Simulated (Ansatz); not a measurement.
## CoH: state-averaged CASSCF

Calculated in Ansatz's Gaussian-basis code. State-averaged CASSCF with equal weights; occupations are averaged over the states; levels count from the state that is lowest in CASSCF. A minimal or small basis: far from the basis limit. Solutions may break the symmetry of the shape. Lower solutions, or ones in other orbitals, may exist. The average may hold one member of a degenerate pair alone.

Geometry: bond length 2.2965 Å. A bond is stretched, to 1.46 times the sum of the covalent radii.

Basis def2-SVP, nonrelativistic, 9 orbitals frozen in the corrections; active space CAS(10,7). Averaged: 2 triplets.

(1) Give the levels in order.

Results:

(1) 

```json
{"state": "triplet", "CASSCF (eV)": "0.000", "SC-NEVPT2 (eV)": "0.000"}
{"state": "triplet", "CASSCF (eV)": "0.035", "SC-NEVPT2 (eV)": "0.029"}
```

Occupations: 2.00, 1.93, 1.56, 1.44, 1.21, 1.06, 0.79.
